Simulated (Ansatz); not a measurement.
```yaml
crystal:
  periodic: [false, false, false]
  atoms:
    - {symbol: Ga, position_ang: [-2.433020, -1.400096, -2.877237]}
    - {symbol: N, position_ang: [-2.326778, -1.342148, -0.826108]}
    - {symbol: Ga, position_ang: [0.672622, -3.297947, -0.268923]}
    - {symbol: N, position_ang: [0.836156, -3.191073, 1.805119]}
    - {symbol: Ga, position_ang: [0.916328, -1.398287, -2.796654]}
    - {symbol: N, position_ang: [-0.757592, -0.433642, -3.312506]}
    - {symbol: N, position_ang: [0.827052, -1.406108, -0.776261]}
    - {symbol: Ga, position_ang: [-0.706486, -0.407361, -0.184929]}
    - {symbol: Ga, position_ang: [0.809922, -1.362255, 2.616932]}
    - {symbol: N, position_ang: [-0.738958, -0.428230, 1.822723]}
    - {symbol: Ga, position_ang: [-0.753800, 1.497493, -2.793834]}
    - {symbol: N, position_ang: [-0.803891, 1.420904, -0.773543]}
    - {symbol: Ga, position_ang: [-2.518622, 2.233532, -0.263786]}
    - {symbol: Ga, position_ang: [-0.772023, 1.379027, 2.619561]}
    - {symbol: N, position_ang: [-2.343366, 2.317325, 1.810431]}
    - {symbol: Ga, position_ang: [2.463922, -0.585449, -0.141821]}
    - {symbol: N, position_ang: [2.344879, -0.433935, 1.851341]}
    - {symbol: N, position_ang: [2.293311, 1.323815, -0.756128]}
    - {symbol: Ga, position_ang: [0.726286, 2.426386, -0.138868]}
    - {symbol: Ga, position_ang: [2.520356, 1.452008, 2.520887]}
    - {symbol: N, position_ang: [0.799118, 2.244727, 1.853949]}
    - {symbol: H, position_ang: [-2.346539, -2.944697, -3.257604]}
    - {symbol: H, position_ang: [-3.726944, -0.550567, -3.253940]}
    - {symbol: H, position_ang: [-2.329986, -2.313531, -0.482337]}
    - {symbol: H, position_ang: [-3.169773, -0.861427, -0.479814]}
    - {symbol: H, position_ang: [-0.828614, -3.837192, -0.429730]}
    - {symbol: H, position_ang: [1.921327, -4.190419, -0.682936]}
    - {symbol: H, position_ang: [0.088991, -3.765969, 2.220547]}
    - {symbol: H, position_ang: [1.707717, -3.665050, 2.083490]}
    - {symbol: H, position_ang: [0.864440, -2.910903, -3.307114]}
    - {symbol: H, position_ang: [2.178034, -0.489033, -3.206118]}
    - {symbol: H, position_ang: [-0.723418, -0.413061, -4.345474]}
    - {symbol: H, position_ang: [0.753572, -1.493100, 4.199187]}
    - {symbol: H, position_ang: [-1.589962, -0.919645, 2.136181]}
    - {symbol: H, position_ang: [-2.089163, 2.211126, -3.302476]}
    - {symbol: H, position_ang: [0.664857, 2.134606, -3.203484]}
    - {symbol: H, position_ang: [-3.737323, 1.204791, -0.426551]}
    - {symbol: H, position_ang: [-2.665427, 3.762332, -0.674142]}
    - {symbol: H, position_ang: [-0.912012, 1.393617, 4.201973]}
    - {symbol: H, position_ang: [-3.214489, 1.956377, 2.225433]}
    - {symbol: H, position_ang: [-2.318441, 3.308512, 2.090996]}
    - {symbol: H, position_ang: [3.862879, -1.217400, -0.535252]}
    - {symbol: H, position_ang: [3.192125, -0.900730, 2.211212]}
    - {symbol: H, position_ang: [2.231998, 1.289648, -1.789559]}
    - {symbol: H, position_ang: [3.164929, 1.826500, -0.534553]}
    - {symbol: H, position_ang: [0.879357, 3.954294, -0.530331]}
    - {symbol: H, position_ang: [2.529011, 1.455360, 4.117362]}
    - {symbol: H, position_ang: [3.738243, 2.155557, 1.749471]}
    - {symbol: H, position_ang: [0.819167, 3.211336, 2.215186]}
basis:
  gaussian: {orbitals: def2-mTZVPP, fitting: {mean_field: def2-universal-jkfit}}
total_charge: -1
hamiltonian: {xc: {name: BLYP}, dispersion: d3bj}
scf: {omitted_lower_state_checks: [starts]}
output: {forces: true}
```

```sh
$ ansatz run in.yaml --threads 4 --pin off --events-out ev --progress --plain --max-ram 46080MiB --backend cuda --devices 0, --max-vram 37GiB
```

Shortened log:

```
Functional definition: BLYP
4200 factors; integrals over basis functions are off by at most 4.0e-1 eV
mean field evaluation 1: about -591459.8009 eV, gradient 2.4e2 eV
mean field evaluation 2: about -591000.4523 eV, gradient 4.9e2 eV
mean field evaluation 4: about -591546.8882 eV, gradient 4.7e1 eV
mean field evaluation 8: about -591551.6112 eV, gradient 2.0e0 eV
mean field evaluation 16: about -591551.6176 eV, gradient 3.6e-3 eV
mean field -591551.61763523 eV, -21739.1209800068 hartree, gradient 6.1e-5 eV, S^2 0.000000; 0 other end points of the search recorded, 0 dependent functions left out
reference -591551.61842740 eV, -21739.1210091185 hartree; 220, 220 occupied and 556, 556 virtual orbitals, 4200 factors
Total energy: -591557.43961092 eV, -21739.3349336674 hartree
Atom 0 force    -0.282787    -0.163478    -0.207114 eV/Å
Atom 1 force    -0.322960    -0.187838     0.275639 eV/Å
Atom 2 force    -0.034510    -0.310965    -0.126337 eV/Å
Atom 3 force     0.031359    -0.396442     0.248172 eV/Å
Atom 4 force     0.238709    -0.127426    -0.222021 eV/Å
Atom 5 force     0.021095     0.012045    -0.371307 eV/Å
Atom 6 force     0.013949    -0.033088    -0.037882 eV/Å
Atom 7 force    -0.037716    -0.022704     0.076904 eV/Å
Atom 8 force    -0.003439    -0.091571     0.381632 eV/Å
Atom 9 force    -0.274023    -0.158174     0.107018 eV/Å
Atom 10 force     0.009339     0.270777    -0.222178 eV/Å
Atom 11 force    -0.022411     0.029830    -0.038184 eV/Å
Atom 12 force    -0.286042     0.126548    -0.125743 eV/Å
Atom 13 force    -0.080611     0.042404     0.381917 eV/Å
Atom 14 force    -0.327959     0.224808     0.249079 eV/Å
Atom 15 force     0.303992    -0.141762    -0.071233 eV/Å
Atom 16 force     0.276718    -0.131245     0.119284 eV/Å
Atom 17 force     0.314567     0.182706    -0.328464 eV/Å
Atom 18 force     0.029800     0.334025    -0.070662 eV/Å
Atom 19 force     0.285528     0.164484     0.211409 eV/Å
Atom 20 force     0.024997     0.304811     0.119838 eV/Å
Atom 21 force    -0.003726     0.063652     0.002636 eV/Å
Atom 22 force     0.053353    -0.035025     0.002643 eV/Å
Atom 23 force    -0.018494     0.217573    -0.079099 eV/Å
Atom 24 force     0.179040    -0.123080    -0.079274 eV/Å
Atom 25 force     0.080528     0.023183     0.008515 eV/Å
Atom 26 force    -0.052788     0.040787     0.017475 eV/Å
Atom 27 force     0.160063     0.121605    -0.099620 eV/Å
Atom 28 force    -0.180376     0.108377    -0.070953 eV/Å
Atom 29 force     0.003919     0.072039     0.005959 eV/Å
Atom 30 force    -0.062688    -0.051913     0.004372 eV/Å
Atom 31 force    -0.013035    -0.007513     0.209948 eV/Å
Atom 32 force    -0.000524     0.011169    -0.032180 eV/Å
Atom 33 force     0.173404     0.100174    -0.084574 eV/Å
Atom 34 force     0.063961    -0.032556     0.006097 eV/Å
Atom 35 force    -0.076059    -0.027995     0.004780 eV/Å
Atom 36 force     0.060519     0.057480     0.008886 eV/Å
Atom 37 force     0.008736    -0.065940     0.016846 eV/Å
Atom 38 force     0.009378    -0.006069    -0.032190 eV/Å
Atom 39 force     0.185650     0.078207    -0.099568 eV/Å
Atom 40 force     0.003771    -0.210744    -0.071871 eV/Å
Atom 41 force    -0.032585     0.006832     0.008430 eV/Å
Atom 42 force    -0.180962     0.092909    -0.087520 eV/Å
Atom 43 force     0.030582     0.017104     0.256429 eV/Å
Atom 44 force    -0.196621    -0.113440    -0.051892 eV/Å
Atom 45 force    -0.010481    -0.031623     0.008287 eV/Å
Atom 46 force    -0.000469    -0.000164    -0.058035 eV/Å
Atom 47 force    -0.051492    -0.029707     0.023478 eV/Å
Atom 48 force    -0.010200    -0.203066    -0.087772 eV/Å
Dipole moment:    -0.168564    -0.099199     1.487220 e Å
Checks for a lower state left out: starts
```

It took 7.5 s on 4 threads of AMD EPYC 7R13 on a shared host and a share (37 GiB) of an NVIDIA H100 80GB HBM3, peak host memory 1.3 GiB.

The highest occupied level of an anion often lies above zero with these methods, and sets without diffuse functions describe the outer electron poorly.

The dipole of an ion depends on the origin.
